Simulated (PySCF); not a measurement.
C2H5F2NSi, SMILES C(/[SiH](F)F)=N\C. Heavy atoms are numbered as in [CH3:1]/[N:2]=[CH:3]/[SiH:4]([F:5])[F:6]. Hydrogens are named by the atom that carries them.

Geometry optimised at r2SCAN-D4/def2-SVP. The structure was generated by enumeration; whether it is a known compound was not checked. Other conformers were not sampled.

Level of theory: PBE/pcSseg-1 run with PySCF.

GIAO shieldings, no solvent; atoms alike by connectivity are averaged. δ = σ(ref) − σ: ¹³C against TMS (σ = 182.0 ppm); ¹⁵N against NH3 (σ = 267.0 ppm); ²⁹Si against TMS (σ = 335.4 ppm); ¹⁹F against CFCl3 (σ = 133.6 ppm); ¹H against TMS (σ = 31.49 ppm), references at their B3LYP-D3(BJ)/def2-TZVP geometries, non-relativistic.

**Question.** Estimate the chemical shifts. (Estimate from the structure and the level; the computed values follow.)

**Answer.** 
| nucleus | atoms | count | δ (ppm) |
|---|---|---|---|
| ¹³C | C3 (CH) | 1 | 178.6 |
| ¹³C | C1 (CH3) | 1 | 62.5 |
| ¹⁵N | N2 | 1 | 464.0 |
| ²⁹Si | Si4 (SiH) | 1 | -24.6 |
| ¹⁹F | F5 | 2 | -175.2 |
| ¹H | H on C3 | 1 | 8.77 |
| ¹H | H on Si4 | 1 | 5.16 |
| ¹H | H on C1 | 3 | 4.10 |
